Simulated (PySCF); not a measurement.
These 5 structures share the formula C5H8OS. Method used: PBE0-D3(BJ)/def2-SVP geometry optimisation, gas phase (PySCF 2.14.0). One conformer each; no zero-point energy, no entropy. No frequencies were run at this level. Point groups hold within 0.08 Å.

Problem. Order them by energy at this level, lowest first, and give relative energies in kJ/mol.
A. `[CH3:1][C:2](=[S:3])[CH:4]1[CH2:5][O:6][CH2:7]1` with C1–C2–C4–C5 -61°, C2–C4–C5–O6 107°, C4–C5–O6–C7 10°, C5–O6–C7–C4 -10°, C2–C4–C7–O6 -103°
B. `[CH2:1]=[CH:2][CH2:3][O:4][C:5]([CH3:6])=[S:7]` with C1–C2–C3–O4 130°, C2–C3–O4–C5 177°, C3–O4–C5–C6 -179°
C. `[CH2:1]=[CH:2]/[CH:3]=[CH:4]\[S@@:5]([CH3:6])=[O:7]` with C1–C2–C3–C4 -177°, C3–C4–S5–C6 111°
D. `[O:1]=[S@:2]1[CH:3]=[CH:4][CH2:5][CH2:6][CH2:7]1` with O1–S2–C3–C4 133°, C3–C4–C5–C6 7°, C4–C5–C6–C7 -43°, C5–C6–C7–S2 71°
E. `[O:1]=[C:2]1[CH2:3][CH2:4][S:5][CH2:6][CH2:7]1` with O1–C2–C3–C4 -128°, C2–C3–C4–S5 -59°, C3–C4–S5–C6 57°, C4–S5–C6–C7 -57°

Solution. E (0.0), B (119.1), A (178.0), D (208.5), C (303.5).

As drawn, the lowest has a C=O bond, which the highest lacks; the highest has an S=O bond and a C=C bond outside aromatic rings, which the lowest lacks.

| SMILES | E (Eh) | E rel (kJ/mol) | dipole (D) | point group | A, B, C (MHz) |
| --- | --- | --- | --- | --- | --- |
| O=C1CCSCC1 | -668.00583 | 0.0 | 1.34 | Cs | 3969, 1820, 1358 |
| C=CCOC(C)=S | -667.96048 | 119.1 | 2.29 | C1 | 4579, 1097, 915.5 |
| CC(=S)C1COC1 | -667.93803 | 178.0 | 1.21 | C1 | 4742, 1359, 1245 |
| O=[S@]1C=CCCC1 | -667.92642 | 208.5 | 4.82 | C1 | 4223, 1911, 1449 |
| C=C/C=C\[S@@](C)=O | -667.89025 | 303.5 | 4.29 | C1 | 4994, 1089, 1047 |
